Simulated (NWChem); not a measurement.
System: CH$_{5}$AlFN; SMILES [CH3][Al]([NH2])[F]

```xyz
9

Al     0.0103     0.0291     0.1211
F      1.5657     0.5181     0.4906
C     -0.4053    -1.8626     0.0123
H     -1.4610    -2.0504    -0.2384
H     -0.1912    -2.3671     0.9689
H      0.2159    -2.3576    -0.7522
N     -1.1563     1.3269    -0.1464
H     -2.1342     1.1961    -0.3777
H     -0.9428     2.3164    -0.0902
```
Atoms are numbered in this order, from 1.

Level: PBE0/def2-SVP (NWChem), optimised geometry, unscaled harmonic frequencies. 

### Question
List the harmonic frequencies with IR intensities, and the thermochemistry.

### Answer
| frequency (cm⁻¹) | IR intensity (km/mol) |
|---|---|
| 66 | 0.2 |
| 173 | 1.7 |
| 222 | 18.0 |
| 231 | 23.8 |
| 372 | 3.1 |
| 429 | 193.4 |
| 589 | 1.9 |
| 624 | 35.2 |
| 661 | 51.6 |
| 700 | 30.2 |
| 834 | 149.8 |
| 915 | 168.3 |
| 1217 | 32.9 |
| 1424 | 2.1 |
| 1425 | 2.0 |
| 1526 | 54.0 |
| 3053 | 1.5 |
| 3150 | 2.0 |
| 3162 | 4.1 |
| 3622 | 30.8 |
| 3715 | 32.8 |

The zero-point energy is 40.2 kcal/mol, the thermal correction to the enthalpy at 298.15 K (with zero-point energy) comes out as 44.9 kcal/mol and the heat capacity Cv comes out as 21.6 cal/(mol K). The entropy at 298.15 K and 1 atm (symmetry number 1) is 78.8 cal/(mol K). The dipole moment is 2.33 D.

Rigid rotor and harmonic oscillator; modes under 100 cm⁻¹ make the entropy uncertain.
